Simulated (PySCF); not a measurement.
Work out the structure from these simulated measurements.

Formula: C8H4N2.

| Quantity | Value |
| --- | --- |
| Polarisability | 98.4 au [B3LYP/def2-SVPD] |
| Rotational structure | rotational constants A, B, C: 4.011, 0.740, 0.727 GHz [PBE0-D3(BJ)/def2-SVP] |
| Dipole | 3.09 D [B3LYP/def2-SVPD] |
| NMR, other nuclei | isotropic shieldings of nuclei other than C and H, by class: -79 (2 N) ppm [GIAO HF/pcSseg-1] |
| UV, first state | lowest singlet excitation: 4.60 eV (269 nm, f = 0.003) [TDDFT B3LYP/def2-SVPD] |
| 13C NMR | chemical shifts (computed TMS as zero) by class: 173.1 (2 C), 136.4 (2 C), 115.8 (2 C), 45.8 (2 C) ppm [GIAO HF/pcSseg-1] |
| Valence photoelectron | vertical ionisation energy: 9.93 eV [ΔSCF B3LYP/def2-SVPD] |
| Couplings | largest of the computed one-bond spin–spin couplings (means over like bonds): 13C–1H +194.5 (×2), 13C–1H +173.3 (×2) Hz [B3LYP/pcJ-1, spin–dipole term left out] |
| Triplet | lowest triplet excitation (Tamm–Dancoff): 3.30 eV [TDA B3LYP/def2-SVPD] |

Gas-phase values; electronic properties from PySCF, density fitting. Levels stand in brackets. Geometry: PBE0-D3(BJ)/def2-SVP; no solvent, vibrations or thermal averaging. NMR values are class means; diastereotopic atoms form classes of their own.

Problem. Propose a structure and show how it fits.

Solution. Numbering: `[N:1]#[C:2][C:3]1=[CH:4][C@@H:5]2[C:6]([C:7]#[N:8])=[CH:9][C@H:10]12`. Its formula, C8H4N2, gives 8 degrees of unsaturation: 2 rings and 6 π bonds in the structure found. 8 carbons fall into 4 classes; from least to most shielded: alkene CH carbon [C4/C9] (173.1 ppm, 2 C), fully substituted alkene carbon [C3/C6] (136.4 ppm, 2 C), nitrile carbon [C2/C7] (115.8 ppm, 2 C), sp3 carbon at a ring junction [C5/C10] (45.8 ppm, 2 C). The other shieldings belong to: -79 ppm, nitrile nitrogen [N1/N8]. The couplings run between: +194.5 Hz, alkene CH carbon [C4] and its hydrogen (with 1 like pair); +173.3 Hz, sp3 carbon at a ring junction [C5] and its hydrogen (with 1 like pair). S1 is mainly HOMO→LUMO (weight 0.92); the largest Löwdin shares of the orbital it empties are 0.16 on each of 2 atoms of one kind (alkene CH carbon) and 0.15 on each of 2 atoms of one kind (fully substituted alkene carbon), of the orbital it fills 0.17 on each of 2 atoms of one kind (alkene CH carbon) and 0.12 on each of 2 atoms of one kind (fully substituted alkene carbon). The optimised geometry has point group C2 and is an asymmetric top. Structure: `N#CC1=C[C@@H]2C(C#N)=C[C@H]12`. The assignments are read from this structure; whether some other isomer fits the data as well wasn't checked. The mirror image fits equally.
